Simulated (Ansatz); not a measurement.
Job for Ansatz (a program for electronic structure): R-B3LYP-D3(BJ)/def2-TZVP on CH2F4 (a complex).

Ansatz 0.2 input:
```yaml
crystal:
  periodic: [false, false, false]
  atoms:
    - {symbol: F, position_ang: [0.25590935, 0.18306248, 0.01421443]}
    - {symbol: H, position_ang: [-0.07898136, 1.05441604, -0.01251210]}
    - {symbol: F, position_ang: [-0.15796529, 1.11070750, 2.54418512]}
    - {symbol: C, position_ang: [0.21510271, -0.06404483, 3.05521224]}
    - {symbol: F, position_ang: [-0.81916237, -0.56947265, 3.71718940]}
    - {symbol: F, position_ang: [1.19835083, 0.15774510, 3.91941768]}
    - {symbol: H, position_ang: [0.54056968, -0.74432698, 2.25164705]}
basis:
  gaussian:
    orbitals: def2-TZVP
hamiltonian:
  xc: b3lyp
  dispersion: d3bj
relax: {f_tol: 0.004, max_steps: 120}
scf: {lower_state_search: off}
```

It printed:

```
WARN ansatz: RAYON_NUM_THREADS=2 ignored (pool sized by the plan → 2); use --threads N
Functional definition: B3LYP
these checks for a lower state are left out or cut short: stability, starts, cluster_reference, orbital_swaps, neighbouring_geometries, increment
integrals: 0.06 GiB planned
892 factors; their error is unknown
mean field: 0.59 GiB planned
mean field evaluation 1: about -11939.4376 eV, gradient 5.1e1 eV
mean field evaluation 2: about -11935.8288 eV, gradient 7.4e1 eV
mean field evaluation 4: about -11942.6892 eV, gradient 1.3e0 eV
mean field evaluation 8: about -11942.6897 eV, gradient 1.3e-2 eV
mean field evaluation 16: about -11942.7201 eV, gradient 7.4e-5 eV
mean field -11942.72008930 eV, -438.8868682154 hartree, gradient 6.2e-6 eV, S^2 0.000000; 0 other end points of the search recorded, 0 dependent functions left out
the calculation of the forces begins
reference -11942.72026152 eV, -438.8868745444 hartree; 22, 22 occupied and 145, 145 virtual orbitals, 892 factors
relax step   1: F+E_penalty+E_count = -11942.82809529 eV  Δ(F+E_penalty+E_count) = +0.000e0 eV  max|allowed force component| = 6.814e-1 eV/Å  Δτ_max = 0.0000 Å  (18 SCF iters, accepted)
these checks for a lower state are left out or cut short: stability, starts, cluster_reference, orbital_swaps, neighbouring_geometries, increment
integrals: 0.06 GiB planned
892 factors; their error is unknown
mean field: 0.59 GiB planned
mean field -11942.66473744 eV, -438.8848340719 hartree, gradient 1.0e-6 eV, S^2 0.000000; 0 other end points of the search recorded, 0 dependent functions left out
the calculation of the forces begins
reference -11942.66491090 eV, -438.8848404466 hartree; 22, 22 occupied and 145, 145 virtual orbitals, 892 factors
relax step   2: F+E_penalty+E_count = -11942.77140587 eV  Δ(F+E_penalty+E_count) = +5.669e-2 eV  max|allowed force component| = 2.550e0 eV/Å  Δτ_max = 0.1933 Å  (26 SCF iters, rejected (line search))
these checks for a lower state are left out or cut short: stability, starts, cluster_reference, orbital_swaps, neighbouring_geometries, increment
integrals: 0.06 GiB planned
892 factors; their error is unknown
mean field: 0.59 GiB planned
mean field evaluation 32: about -11942.7155 eV, gradient 1.5e-1 eV
mean field -11942.74383405 eV, -438.8877408189 hartree, gradient 1.6e-6 eV, S^2 0.000000; 0 other end points of the search recorded, 0 dependent functions left out
the calculation of the forces begins
reference -11942.74400652 eV, -438.8877471570 hartree; 22, 22 occupied and 145, 145 virtual orbitals, 892 factors
relax step   3: F+E_penalty+E_count = -11942.85142397 eV  Δ(F+E_penalty+E_count) = -2.333e-2 eV  max|allowed force component| = 1.045e0 eV/Å  Δτ_max = 0.0939 Å  (20 SCF iters, accepted)
these checks for a lower state are left out or cut short: stability, starts, cluster_reference, orbital_swaps, neighbouring_geometries, increment
integrals: 0.06 GiB planned
892 factors; their error is unknown
mean field: 0.59 GiB planned
mean field -11942.76080483 eV, -438.8883644834 hartree, gradient 9.9e-7 eV, S^2 0.000000; 0 other end points of the search recorded, 0 dependent functions left out
the calculation of the forces begins
reference -11942.76097677 eV, -438.8883708022 hartree; 22, 22 occupied and 145, 145 virtual orbitals, 892 factors
relax step   4: F+E_penalty+E_count = -11942.86885159 eV  Δ(F+E_penalty+E_count) = -1.743e-2 eV  max|allowed force component| = 5.681e-1 eV/Å  Δτ_max = 0.0975 Å  (20 SCF iters, accepted)
these checks for a lower state are left out or cut short: stability, starts, cluster_reference, orbital_swaps, neighbouring_geometries, increment
integrals: 0.06 GiB planned
892 factors; their error is unknown
mean field: 0.59 GiB planned
mean field -11942.76581737 eV, -438.8885486911 hartree, gradient 1.1e-6 eV, S^2 0.000000; 0 other end points of the search recorded, 0 dependent functions left out
the calculation of the forces begins
reference -11942.76598844 eV, -438.8885549778 hartree; 22, 22 occupied and 145, 145 virtual orbitals, 892 factors
relax step   5: F+E_penalty+E_count = -11942.87466396 eV  Δ(F+E_penalty+E_count) = -5.812e-3 eV  max|allowed force component| = 2.775e-1 eV/Å  Δτ_max = 0.0580 Å  (21 SCF iters, accepted)
these checks for a lower state are left out or cut short: stability, starts, cluster_reference, orbital_swaps, neighbouring_geometries, increment
integrals: 0.06 GiB planned
892 factors; their error is unknown
mean field: 0.59 GiB planned
mean field -11942.76929955 eV, -438.8886766588 hartree, gradient 1.0e-6 eV, S^2 0.000000; 0 other end points of the search recorded, 0 dependent functions left out
the calculation of the forces begins
reference -11942.76946964 eV, -438.8886829094 hartree; 22, 22 occupied and 145, 145 virtual orbitals, 892 factors
relax step   6: F+E_penalty+E_count = -11942.88003681 eV  Δ(F+E_penalty+E_count) = -5.373e-3 eV  max|allowed force component| = 2.377e-1 eV/Å  Δτ_max = 0.1333 Å  (20 SCF iters, accepted)
these checks for a lower state are left out or cut short: stability, starts, cluster_reference, orbital_swaps, neighbouring_geometries, increment
integrals: 0.06 GiB planned
892 factors; their error is unknown
mean field: 0.59 GiB planned
mean field evaluation 64: about -11942.7711 eV, gradient 5.8e-7 eV
mean field -11942.77113923 eV, -438.8887442657 hartree, gradient 7.7e-7 eV, S^2 0.000000; 0 other end points of the search recorded, 0 dependent functions left out
the calculation of the forces begins
reference -11942.77130886 eV, -438.8887504994 hartree; 22, 22 occupied and 145, 145 virtual orbitals, 892 factors
relax step   7: F+E_penalty+E_count = -11942.88232462 eV  Δ(F+E_penalty+E_count) = -2.288e-3 eV  max|allowed force component| = 7.567e-2 eV/Å  Δτ_max = 0.0245 Å  (21 SCF iters, accepted)
these checks for a lower state are left out or cut short: stability, starts, cluster_reference, orbital_swaps, neighbouring_geometries, increment
integrals: 0.06 GiB planned
892 factors; their error is unknown
mean field: 0.59 GiB planned
mean field -11942.77197078 eV, -438.8887748246 hartree, gradient 1.1e-6 eV, S^2 0.000000; 0 other end points of the search recorded, 0 dependent functions left out
the calculation of the forces begins
reference -11942.77213998 eV, -438.8887810424 hartree; 22, 22 occupied and 145, 145 virtual orbitals, 892 factors
relax step   8: F+E_penalty+E_count = -11942.88326799 eV  Δ(F+E_penalty+E_count) = -9.434e-4 eV  max|allowed force component| = 1.762e-1 eV/Å  Δτ_max = 0.0573 Å  (20 SCF iters, accepted)
these checks for a lower state are left out or cut short: stability, starts, cluster_reference, orbital_swaps, neighbouring_geometries, increment
integrals: 0.06 GiB planned
892 factors; their error is unknown
mean field: 0.59 GiB planned
mean field -11942.77295564 eV, -438.8888110176 hartree, gradient 1.0e-6 eV, S^2 0.000000; 0 other end points of the search recorded, 0 dependent functions left out
the calculation of the forces begins
reference -11942.77312461 eV, -438.8888172271 hartree; 22, 22 occupied and 145, 145 virtual orbitals, 892 factors
relax step   9: F+E_penalty+E_count = -11942.88433737 eV  Δ(F+E_penalty+E_count) = -1.069e-3 eV  max|allowed force component| = 1.616e-2 eV/Å  Δτ_max = 0.0262 Å  (20 SCF iters, accepted)
these checks for a lower state are left out or cut short: stability, starts, cluster_reference, orbital_swaps, neighbouring_geometries, increment
integrals: 0.06 GiB planned
892 factors; their error is unknown
mean field: 0.59 GiB planned
mean field -11942.77306270 eV, -438.8888149520 hartree, gradient 1.0e-6 eV, S^2 0.000000; 0 other end points of the search recorded, 0 dependent functions left out
the calculation of the forces begins
reference -11942.77323165 eV, -438.8888211608 hartree; 22, 22 occupied and 145, 145 virtual orbitals, 892 factors
relax step  10: F+E_penalty+E_count = -11942.88438942 eV  Δ(F+E_penalty+E_count) = -5.205e-5 eV  max|allowed force component| = 2.071e-3 eV/Å  Δτ_max = 0.0098 Å  (22 SCF iters, accepted)
these checks for a lower state are left out or cut short: stability, starts, cluster_reference, orbital_swaps, neighbouring_geometries, increment
integrals: 0.06 GiB planned
892 factors; their error is unknown
mean field: 0.59 GiB planned
mean field -11942.77306008 eV, -438.8888148558 hartree, gradient 1.0e-6 eV, S^2 0.000000; 0 other end points of the search recorded, 0 dependent functions left out
the calculation of the forces begins
reference -11942.77322900 eV, -438.8888210635 hartree; 22, 22 occupied and 145, 145 virtual orbitals, 892 factors
relax step  11: F+E_penalty+E_count = -11942.88439689 eV  Δ(F+E_penalty+E_count) = -7.469e-6 eV  max|allowed force component| = 1.916e-3 eV/Å  Δτ_max = 0.0042 Å  (22 SCF iters, accepted)
Total energy: -11942.88456581 eV, -438.8929126157 hartree
Atom 0 at     0.250242     0.232570    -0.144233 Å, force     0.000200    -0.000962    -0.000596 eV/Å
Atom 1 at    -0.024662     0.914219     0.422932 Å, force     0.000462     0.001141     0.000796 eV/Å
Atom 2 at    -0.176186     1.119121     2.438818 Å, force    -0.000289    -0.000417    -0.000940 eV/Å
Atom 3 at     0.208089    -0.056055     3.003602 Å, force    -0.000147     0.000030    -0.000109 eV/Å
Atom 4 at    -0.831789    -0.539182     3.686900 Å, force     0.001916    -0.000355     0.000114 eV/Å
Atom 5 at     1.201878     0.206670     3.855011 Å, force    -0.001024    -0.000972    -0.000916 eV/Å
Atom 6 at     0.526252    -0.749257     2.226324 Å, force    -0.001117     0.001533     0.001651 eV/Å
Dipole moment:    -0.003967     0.026124     0.062791 e Å
Checks for a lower state left out: stability, starts, cluster_reference, orbital_swaps, neighbouring_geometries, increment
```

The run converged.

Cost: about 40 core-seconds (a rough figure).
